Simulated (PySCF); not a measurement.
## Electronic structure of Co²⁺ (cobalt, charge +2) at the MN15 level

Configuration: [Ar] 3d6 4p1, one real determinant (an excited configuration). All numbers are calculated (PySCF 2.14, the non-relativistic Hamiltonian (point nucleus), in aug-cc-pVTZ with one added diffuse shell each of s, p, d, f, g type (9s8p6d4f3g, 118 functions)).

```
Total energy                                                  : -1381.529 hartree
One-electron energy                                           : -1886.630 hartree
Hartree (Coulomb) energy                                      : 563.807 hartree
Exchange-correlation energy                                   : -58.706 hartree
Kinetic energy                                                : 1378.80750 hartree
⟨S²⟩                                                          : 8.7512
⟨L²⟩                                                          : 8.007
Sum of ⟨r⟩                                                    : 16.76 bohr
Sum of ⟨r²⟩                                                   : 21.65 bohr²
Traceless quadrupole moment −½Σ⟨3z² − r²⟩ along its main axis : -3.06 e·bohr²
Density at the nucleus (Gaussians lack the cusp)              : 13300 bohr⁻³
Spin density at the nucleus                                   : -1.39 bohr⁻³
Langevin diamagnetic susceptibility                           : -17.1 ×10⁻⁶ cm³/mol
Time after the integrals                                      : of the order of 7 core-seconds
```

```csv
shell,electrons,mean orbital energy (eV),spread (eV),"rms radius, mean of both spins (bohr)"
1s β,1,-7524.9,0,0.0659
1s α,1,-7524.8,0,0.0659
2s α,1,-903.07,0,0.284
2s β,1,-902.34,0,0.284
2p α,3,-800.20,0.922,0.250
2p β,3,-799.08,0.620,0.250
3s α,1,-129.57,0,0.848
3s β,1,-127.17,0,0.848
3p α,3,-97.956,1.401,0.880
3p β,3,-94.212,0.625,0.880
3d α,5,-40.401,1.528,1.06
3d β,1,-36.328,0,1.06
4p α,1,-19.255,0,2.88
```

⟨L²⟩ = 8.01 against 12 for a pure F term, so this real determinant mixes terms.
